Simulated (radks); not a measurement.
Charge is removed step by step from the 1s1/2 level of neutral oxygen, starting from [He] 2s2 2p4. Method: Dirac Kohn-Sham, PBEsol, spin-unpolarised, spherical densities, point nucleus; open shells fill j = l - 1/2 first; computed with a radial shooting solver on a logarithmic mesh with Libxc functionals.

removed (e) = 0: E - E(0) (eV) 0.000; eigenvalue (eV) -512.74; E minus straight line (eV) 0.000
removed (e) = 0.1: E - E(0) (eV) 51.664; eigenvalue (eV) -520.56; E minus straight line (eV) -3.607
removed (e) = 0.2: E - E(0) (eV) 104.11; eigenvalue (eV) -528.45; E minus straight line (eV) -6.429
removed (e) = 0.3: E - E(0) (eV) 157.36; eigenvalue (eV) -536.40; E minus straight line (eV) -8.458
removed (e) = 0.4: E - E(0) (eV) 211.40; eigenvalue (eV) -544.43; E minus straight line (eV) -9.689
removed (e) = 0.5: E - E(0) (eV) 266.24; eigenvalue (eV) -552.50; E minus straight line (eV) -10.114
removed (e) = 0.6: E - E(0) (eV) 321.90; eigenvalue (eV) -560.63; E minus straight line (eV) -9.729
removed (e) = 0.7: E - E(0) (eV) 378.37; eigenvalue (eV) -568.81; E minus straight line (eV) -8.529
removed (e) = 0.8: E - E(0) (eV) 435.66; eigenvalue (eV) -577.02; E minus straight line (eV) -6.509
removed (e) = 0.9: E - E(0) (eV) 493.78; eigenvalue (eV) -585.26; E minus straight line (eV) -3.667
removed (e) = 1: E - E(0) (eV) 552.71; eigenvalue (eV) -593.51; E minus straight line (eV) 0.000

Removing the whole electron costs 552.71 eV by Delta-SCF, against 512.74 eV from minus the eigenvalue at the starting occupation. Slater's transition state (half an electron removed) gives 552.50 eV. Integrating minus the eigenvalue over the occupation (Janak's theorem) gives 552.71 eV. The mean slope of the eigenvalue, de/dn, is 80.8 eV per electron.
